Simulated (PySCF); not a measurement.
CH3Cl3Si, charge +1, multiplicity 2. Atoms are numbered in the order given.

```xyz
8

C      0.0000     0.0000     2.1364
Si     0.0000     0.0000     0.0080
Cl     1.7081     0.9862    -0.3912
Cl     0.0000    -1.9723    -0.3912
Cl    -1.7081     0.9862    -0.3912
H      0.0000     1.0789     2.3401
H     -0.9343    -0.5394     2.3401
H      0.9343    -0.5394     2.3401
```
Charge +1, spin multiplicity 2.

Geometry: B3LYP-D3(BJ)/def2-SVP. The multiplicity is an assumed one; no other spin state was optimised. The isomer is the one that the SMILES or the coordinates give; other isomers of the formula were not compared.

Method: B3LYP-D3(BJ)/def2-SVP (PySCF).

Frequencies are harmonic and unscaled.

Modes within 1.5 cm⁻¹ of each other (mostly degenerate sets) share a row, with their intensities summed.

Problem. Give all harmonic wavenumbers and intensities. (The exact figures need the calculation; the answer reports its results.)

Solution. 
```csv
mode,ν (cm⁻¹),IR (km/mol),moving atoms (share of kinetic energy)
1–2,131,10.4,"C 44 %, Cl 42 %, H 13 %"
3,174,0.0,H 99 %
4–5,180,2.7,"Cl 78 %, Si 16 %"
6,223,23.5,"Si 41 %, Cl 39 %, C 16 %"
7,350,0.8,"C 61 %, Si 28 %, H 9 %"
8,436,4.1,"Cl 88 %, Si 12 %"
9–10,548,6.3,H 94 %
11–12,658,174.3,"Si 63 %, Cl 35 %"
13,1118,34.6,"H 86 %, C 14 %"
14–15,1372,23.2,"H 92 %, C 8 %"
16,3040,52.0,H 99 %
17–18,3222,28.0,"H 89 %, C 11 %"
```
